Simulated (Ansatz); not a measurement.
CH$_{8}$SSi$_{2}$ (`C[SiH2][SiH2]S`), one more setting.

```yaml
crystal:
  periodic: [false, false, false]
  atoms:
    - {symbol: C, position_ang: [-0.887216, 1.613750, -0.214571]}
    - {symbol: Si, position_ang: [-0.247604, 0.308632, 0.967625]}
    - {symbol: Si, position_ang: [1.292735, -1.081581, -0.111393]}
    - {symbol: S, position_ang: [0.353271, -1.994150, -1.817334]}
    - {symbol: H, position_ang: [-0.079586, 2.278104, -0.529257]}
    - {symbol: H, position_ang: [-1.665070, 2.218975, 0.255759]}
    - {symbol: H, position_ang: [-1.306133, 1.143130, -1.106526]}
    - {symbol: H, position_ang: [-1.365276, -0.558189, 1.442415]}
    - {symbol: H, position_ang: [0.378926, 0.933020, 2.168003]}
    - {symbol: H, position_ang: [2.417554, -0.309070, -0.703404]}
    - {symbol: H, position_ang: [1.864103, -2.109188, 0.802615]}
    - {symbol: H, position_ang: [-0.678705, -2.498735, -1.119831]}
basis:
  gaussian: {orbitals: def2-SVP}
magnetization: {spin_polarized: true, initial_magnetization: 2}
hamiltonian: {xc: {name: B3LYP}, dispersion: d3bj}
scf: {lower_state_search: full}
```

```sh
$ ansatz run in.yaml --threads 4 --pin off --events-out ev --progress --plain --max-ram 10444MiB
```

Shortened log:

```
Functional definition: B3LYP
1057 factors; integrals over basis functions are off by at most 1.1e-3 eV
mean field evaluation 1: about -27738.8120 eV, gradient 3.4e1 eV
mean field evaluation 2: about -27738.9065 eV, gradient 3.4e1 eV
mean field evaluation 4: about -27743.2781 eV, gradient 1.6e1 eV
mean field evaluation 8: about -27746.0135 eV, gradient 6.6e-1 eV
mean field evaluation 16: about -27746.0465 eV, gradient 4.7e-2 eV
mean field evaluation 32: about -27746.0465 eV, gradient 2.3e-5 eV
mean field -27746.04653778 eV, -1019.6484033175 hartree, gradient 2.3e-5 eV, S^2 2.004753; 13 other end points of the search recorded, 0 dependent functions left out
reference -27746.04681983 eV, -1019.6484136827 hartree; 30, 28 occupied and 78, 80 virtual orbitals, 1057 factors
Total energy: -27746.60122162 eV, -1019.6687875727 hartree
```

Run time 15 s (4 threads of an Arm Neoverse V1 on a shared host); peak host memory 0.44 GiB.
